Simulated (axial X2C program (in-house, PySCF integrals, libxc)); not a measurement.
# Worked dissociation energy of NaTl⁺: HF, without spin–orbit coupling

Calculated with an in-house all-electron X2C program for linear molecules (integrals from PySCF). Spin-free means the one-electron spin-free X2C Hamiltonian. Basis: Tl dyall-cv3z [12s14p10d7f1g], Na dyall-cv3z [9s8p5d2f] (cores contracted in-house); Gaussian nuclei, density fitting, unrestricted open shells. Masses: Tl 204.974 u, Na 22.990 u.

Molecular state: M_S = 1/2, Λ = 0 (beyond evenly filled blocks: σα).

| Item | Value |
| --- | --- |
| E(Tl) (2M_S = 1, M_L = 0) | -20243.789670 hartree |
| E(Na+) (2M_S = 0, M_L = 0) | -161.885879 hartree |
| E(NaTl⁺) at Re | -20405.712709 hartree |
| ωe | 90.6 cm⁻¹ |

**Question.** Work out De and D0.

**Answer.** De = -20243.789670 + (-161.885879) − (-20405.712709) = 0.03716 hartree = 1.011 eV. The zero-point energy is ωe/2 = 45 cm⁻¹ = 0.006 eV, so D0 = 1.006 eV.

The state is one determinant whose occupation by symmetry is held fixed; it was picked as the lowest of a PBE0 search that is not exhaustive. Dissociation energies refer to the lowest single-determinant-based atoms at the same level and basis. Spin–orbit coupling changes these values markedly for this molecule (Re by over 0.02 Å or De by over 0.25 eV), so the spin-free numbers are a model. Spin-free De lacks the spin–orbit lowering of the heavy p-block atom, a tenth of an eV or more for 4p and 5p, up to an eV for 6p and one to two eV for 7p atoms, less what an open-shell molecule gains itself.

Hartree–Fock lacks correlation and underbinds, often by eV.

Each atomic determinant is the lowest at this level and need not be a pure term. Totals compare only within one Hamiltonian and basis.
